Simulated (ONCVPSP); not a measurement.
# chromium (Cr), ONCV: configuration errors across variants

- Element: chromium
- Generator: ONCVPSP 4.0.1
- Type: optimised norm-conserving Vanderbilt (ONCV)
- Functional: Wu-Cohen
- Relativity: scalar-relativistic
- Frozen core: [Ne] 3s2
- Valence charge: 12
- Reference configuration: 3p6 3d5 4s0.75 (charge +0.25)
- Partial waves: 4s: rc 2.65 bohr, ncon 4, nbas 8, qcut 2.2 1/bohr, 2 projectors, debl 4 Ha; 3p: rc 0.95 bohr, ncon 3, nbas 7, qcut 8.7 1/bohr, 2 projectors, debl 0.6 Ha; 3d: rc 1.65 bohr, ncon 4, nbas 9, qcut 9.2 1/bohr, 1 projector; f scattering state at 0.44 Ha: rc 2.80 bohr, ncon 3, nbas 7, qcut 3.6 1/bohr, 2 projectors, debl 2.8 Ha
- Local potential: polynomial inside 0.80 bohr (lpopt 3, dvloc0 -1 Ha)
- Core correction: none

In the p channel the program set the typed energies aside and used -1.726, 0.250 Ha.

All-electron excitation energies from the reference (eV): (1) 3p6 3d5 4s1 -1.175; (2) 3p6 3d5 4s0 5.668; (3) 3p6 3d4 4s0 21.684; (4) 3p6 3d5 4s0.5 1.526.

2 further variants failed, have other tests or another functional or relativity, and are left out.

A true bound ghost makes a file unfit for plane-wave use even where its test errors are small: the radial tests pick states by their node count and pass the ghost by.

Errors AE − PS in meV (a dash: test not solved or not reliable):

```tsv
change	(1)	(2)	(3)	(4)	bound ghosts	GHOST(+) flags above zero
base	-0.5	-5.0	-0.3	-0.6	s	s, f
local potential polynomial inside 0.70 bohr (lpopt 5, dvloc0 6 Ha)	-0.5	-5.0	-0.3	-0.6	s	s, f
local potential polynomial inside 0.80 bohr (lpopt 3, dvloc0 -1.5 Ha)	-0.5	-5.0	-0.3	-0.6	s	s, f
```

Question: Give the same row for: s: rc 3.54.

Answer: -1.6, -9.4, -78, -1.5; bound ghosts: s; GHOST(+) flags above zero: s, f.
